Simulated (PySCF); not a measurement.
C2H2BF3, SMILES C=C(F)B(F)F. Atoms are numbered in the order given.

```xyz
8

C     -1.1176    -1.5468     0.0000
C     -0.0166    -0.7872     0.0000
F      1.2023    -1.3622     0.0000
B     -0.0256     0.7730     0.0000
F      1.0914     1.4705     0.0000
F     -1.1726     1.4305     0.0000
H     -2.0995    -1.0715     0.0000
H     -1.0573    -2.6383     0.0000
```

Geometry: B3LYP-D3(BJ)/def2-SVP. One conformer was computed; it need not be the lowest.

All values below come from HF/pcSseg-1 (PySCF).

GIAO shieldings, no solvent; atoms listed in one row are averaged. δ = σ(ref) − σ: ¹³C against TMS (σ = 192.6 ppm); ¹⁹F against CFCl3 (σ = 238.5 ppm); ¹¹B against BF3 (σ = 102.7 ppm); ¹H against TMS (σ = 31.99 ppm), references at their B3LYP-D3(BJ)/def2-TZVP geometries, non-relativistic.

| nucleus | atoms | count | δ (ppm) |
|---|---|---|---|
| ¹³C | C2 | 1 | 165.9 |
| ¹³C | C1 | 1 | 132.5 |
| ¹⁹F | F5 | 1 | -64.2 |
| ¹⁹F | F6 | 1 | -72.4 |
| ¹⁹F | F3 | 1 | -113.3 |
| ¹¹B | B4 | 1 | 10.6 |
| ¹H | H8 | 1 | 6.67 |
| ¹H | H7 | 1 | 6.52 |
